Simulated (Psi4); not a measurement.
Complex: CH2O (SMILES C=O) (first 4 atoms) with GeH4 (SMILES [GeH4]); geometry from B3LYP-D3(BJ)/def2-TZVP, rigid monomers moved along the line of their centres of mass till O2···Ge5 is 5.85 Å.
(charge 0, multiplicity 1):
```xyz
9

C      0.39169    -0.27634    -0.19058
O      0.82726     0.51952     0.59447
H     -0.25214    -1.11790     0.12813
H      0.61156    -0.20924    -1.27283
Ge    -0.70977    -0.45038     6.15420
H     -1.27606    -1.42529     5.10822
H     -1.19637     0.97333     5.86133
H      0.82196    -0.51052     6.15070
H     -1.22745    -0.88501     7.53866
```

Calculation: SAPT0/aug-cc-pVDZ run with Psi4.

Question: Give the four SAPT terms and the total, and say what mostly holds the pair together.

Answer: electrostatics -0.08, exchange 0.00, induction -0.01, dispersion -0.06, total -0.15 kcal/mol; the largest attraction is electrostatics.
